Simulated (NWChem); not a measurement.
SiHCl3; SMILES Cl[SiH](Cl)Cl

Program: NWChem. The geometry was optimised at PBE0/def2-SVP.

**Question.** Taking PBE/def2-TZVPD as the yardstick, which of these has the fewest basis functions while keeping “highest occupied level (eV)” within 0.2 eV of it: PBE/STO-3G; PBE/def2-TZVPP; PBE/def2-SVP; PBE/def2-SVPD; PBE/def2-TZVP?

**Answer.** PBE/def2-SVPD.
```tsv
level	basis functions	highest occupied level (eV)
PBE/STO-3G	37	-6.17
PBE/def2-SVP	77	-7.76
PBE/def2-SVPD	113	-8.09
PBE/def2-TZVP	154	-7.96
PBE/def2-TZVPP	182	-7.96
PBE/def2-TZVPD	190	-8.02
```

The yardstick is one finite set, not the basis-set limit.
